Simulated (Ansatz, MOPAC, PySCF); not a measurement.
Dimer: HF (SMILES F) (first 2 atoms) with SO2 (SMILES O=S=O); geometry from B3LYP-D3(BJ)/def2-TZVP, rigid monomers moved along the line of their centres of mass till H2···O3 is 1.67 Å.
(charge 0, multiplicity 1):
```xyz
5

F      0.35084     0.50697    -0.65679
H      0.08404     0.72411     0.21057
O     -0.30311     0.70171     1.83163
S     -0.16146    -0.53138     2.57397
O     -0.50221    -0.51592     3.96671
```

Counterpoise-corrected where a basis set is named; no monomer relaxation. Rows marked so take none.

Frozen-core correlation. CBS(a, b) extrapolates the correlation energy as X⁻³ and adds the Hartree–Fock energy of set b. Rows in 3-21G, 6-311+G**, 6-31G* carry no dispersion term and start afresh at each structure (6-31G* with six Cartesian d functions). MP2/6-31G* freezes PySCF's default core. The state that PM3, PM7 reach isn't checked; PM7 holds dispersion and hydrogen-bond terms.

The values were computed with Ansatz (a first-principles code); MOPAC for PM3, PM7 (differences of heats of formation); PySCF for 3-21G rows, 6-311+G** rows, 6-31G* rows, the dispersion terms. Values without a source in brackets are computed.

Other levels give for the interaction energy: PBE/def2-TZVPPD -148.3; B3LYP/def2-TZVPPD -142.2; B3LYP-D3(BJ)/def2-TZVPPD -183.9; wB97M-V/def2-TZVPPD -167.9; CCSD(T)/CBS(aug-cc-pV(D+d)Z, aug-cc-pV(T+d)Z) -150.7 meV.

**Question.** What do these common cheap choices give for the same quantity: PM3, PM7, HF/3-21G (no counterpoise), HF/6-31G*, B3LYP/6-31G*, B3LYP/6-31G* (no counterpoise), B3LYP/6-311+G** (no counterpoise), MP2/6-31G*?

**Answer.** PM3 -65.9; PM7 -87.3; HF/3-21G (no counterpoise) -402.9; HF/6-31G* -91.3; B3LYP/6-31G* -106.5; B3LYP/6-31G* (no counterpoise) -193.9; B3LYP/6-311+G** (no counterpoise) -188.5; MP2/6-31G* -52.1 meV. They span -402.9 to -52.1 meV.
